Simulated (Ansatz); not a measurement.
Molecule: difluoro(dihydroxy)silane, sum formula H2SiO2F2, charge 0, multiplicity 1. 
Geometry from a B3LYP-D3(BJ)/def2-TZVP (Ansatz, a quantum-chemistry and plane-wave program) optimisation:
```
Si
F 1 1.5887
F 1 1.5887 2 104.90
O 1 1.6135 2 112.18 3 119.57
H 4 0.9598 1 119.56 2 -83.67
O 1 1.6135 2 110.15 3 -120.91
H 6 0.9598 1 119.56 2 32.78
```

Computed values are from Ansatz. Cores are frozen in the correlated levels unless marked. Open shells are spin-unrestricted. Spin-orbit coupling is left out. No relativistic terms. Basis-set limits of correlation are two-point, X^-3; Hartree-Fock from the larger set (for Q and 5 zeta extrapolated as (X+1)exp(-9√X)).

```
Quantity                                                                                       Result
-------------------------------------------  --------------------------------------------------------
atomisation energy De                          742.6 kcal/mol at CCSD(T)/CBS(cc-pV(Q+d)Z,cc-pV(5+d)Z)
vertical ionisation energy (to the doublet)  13.53 eV at CCSD(T)/CBS(aug-cc-pV(T+d)Z,aug-cc-pV(Q+d)Z)
vertical triplet-singlet gap                  8.61 eV at CCSD(T)/CBS(aug-cc-pV(T+d)Z,aug-cc-pV(Q+d)Z)
total energy                                     -640.4738 Eh at CCSD(T)/CBS(cc-pV(Q+d)Z,cc-pV(5+d)Z)
dipole moment                                                       0.13 D at CCSD(T)/aug-cc-pV(D+d)Z
T1 diagnostic                                                               0.011 at CCSD/cc-pV(5+d)Z
```
